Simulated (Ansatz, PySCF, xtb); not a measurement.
Gas-phase reaction R1 + R2 → P1 + P2, each structure at its B3LYP-D3(BJ)/def2-TZVP stationary point, reached from a drawn start (curvature not checked).
P1, H2 (SMILES [H][H]) (charge 0, multiplicity 1):
```xyz
2

H      0.00000     0.00000     0.37199
H      0.00000     0.00000    -0.37199
```
R1: HCl (SMILES Cl), charge 0, multiplicity 1.
R2: SiH4 (SMILES [SiH4]), charge 0, multiplicity 1.
P2: ClH3Si (SMILES [SiH3]Cl), charge 0, multiplicity 1.

P less R. No zero-point or thermal terms.

Cores are frozen in the correlated methods.

The values were computed with Ansatz (an electronic-structure program); PySCF for the D3/D4 terms; xtb for the GFN methods. All values are computed, each at the level named.

| level | reaction energy (kcal/mol) |
|---|---|
| GFN2-xTB | -13.34 |
| BLYP/def2-TZVPP | -15.45 |
| revPBE/def2-TZVPP | -15.99 |
| B3LYP/def2-TZVPP | -15.55 |
| B3LYP-D4/def2-TZVPP | -16.67 |
| PBE0/def2-TZVPP | -16.04 |
| BHLYP-D4/def2-TZVPP | -16.72 |
| wB97M-V/def2-TZVPP | -17.14 |
| B2PLYP/def2-TZVPP | … |

Problem. What belongs in the gaps?

Solution. 
- B2PLYP/def2-TZVPP, reaction energy (kcal/mol): -16.47
